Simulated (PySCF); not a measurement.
## Nuclear quadrupole coupling in `CO/C([SiH3])=C(/F)[SiH2]C1CC1`

Compound: C6H13FOSi2.
Structure used (GFN2-xTB), in Å, numbered top down from 1:
```
atom  x, y, z in Å
C1     1.9805   -1.6754   -0.0950
O2     1.0146   -0.6575   -0.0839
C3     1.4395    0.6333    0.1262
Si4    3.1141    1.0649    0.9069
C5     0.5231    1.5485   -0.2122
F6     0.8045    2.8636    0.0105
Si7   -1.1582    1.1280   -0.9636
C8    -2.2290    0.2726    0.3274
C9    -3.4486   -0.4916   -0.1072
C10   -2.2615   -1.2276    0.4146
H11    1.4303   -2.6064   -0.2296
H12    2.6874   -1.5526   -0.9219
H13    2.5374   -1.7192    0.8460
H14    3.1792    0.4557    2.2418
H15    3.2236    2.5126    0.9903
H16    4.1909    0.5170    0.0724
H17   -0.9448    0.2460   -2.1160
H18   -1.7779    2.3910   -1.3820
H19   -2.3276    0.7870    1.2771
H20   -4.3352   -0.4401    0.5081
H21   -3.6612   -0.5511   -1.1641
H22   -1.6606   -1.7902   -0.2825
H23   -2.3251   -1.6815    1.3928
```

Field gradients from the PBE0/pcSseg-1 density (PySCF, non-relativistic), principal values in atomic units, ordered |Vxx| ≤ |Vyy| ≤ |Vzz|:

| atom | Vxx | Vyy | Vzz |
| --- | --- | --- | --- |
| O2 | -0.1620 | -1.8034 | 1.9653 |

Task: Find the asymmetry η = (Vxx − Vyy)/Vzz and the couplings χ = eQV/h (234.96 MHz × Q in barn × V in au), with Q(17O) = −0.0256 b.

Result: 
| atom | environment | nucleus | η | χzz (MHz) | χxx (MHz) | χyy (MHz) |
| --- | --- | --- | --- | --- | --- | --- |
| O2 | ether oxygen | 17O | 0.84 | -11.82 | 0.97 | 10.85 |

The tensor is traceless: Vxx + Vyy + Vzz = 0.

Task: What is Vzz at O2 in SI units (1 au = 9.71736 × 10²¹ V/m²)?

Result: 1.9653 au = 19.098 × 10²¹ V/m².

Task: And the gradient at the other heavy atoms, for which no coupling is worked out here?

Result: 
```tsv
atom	environment	Vzz (au)	η
C1	methoxy carbon	0.415	0.08
C3	vinylic carbon bearing oxygen	-0.355	0.42
Si4	SiH3 silicon	0.236	0.50
C5	vinylic C–F carbon	0.448	0.97
F6	vinyl fluorine	2.998	0.09
Si7	SiH2 silicon	0.213	0.45
C8	sp3 carbon bound to silicon	0.185	0.06
C9	three-membered-ring carbon	0.176	0.14
C10	three-membered-ring carbon	0.181	0.04
```

Task: What couplings would deuterons (Q(2H) = 0.00286 b) have in place of the hydrogens, at this geometry?

Result: 
```
atom  bonded to  bond length (Å)  Vzz (au)     η  χzz (kHz)
 H11         C1            1.090    0.3027  0.07        203
 H12         C1            1.095    0.2909  0.08        195
 H13         C1            1.094    0.2919  0.09        196
 H14        Si4            1.469    0.1590  0.02        107
 H15        Si4            1.454    0.1682  0.00        113
 H16        Si4            1.468    0.1590  0.02        107
 H17        Si7            1.467    0.1612  0.03        108
 H18        Si7            1.468    0.1590  0.00        107
 H19         C8            1.085    0.3250  0.08        218
 H20         C9            1.080    0.3307  0.07        222
 H21         C9            1.080    0.3313  0.08        223
 H22        C10            1.079    0.3328  0.08        224
 H23        C10            1.080    0.3313  0.07        223
```

Isolated species at its GFN2-xTB geometry (one conformer only). GFN2-xTB bond lengths can be off by several hundredths of an ångström, more for odd bonds, and the gradients follow them. The basis is small and wasn't made for field gradients, so the couplings can be 20 % off.

These values come from a run that also computed NMR shieldings. On one thread of an Arm Neoverse V1, no GPU, shared host with 32 logical CPUs at a one-minute load of 26, this took 88 s of wall time (with the writing of density and orbital grids) and 1.2 GiB of memory at its peak.
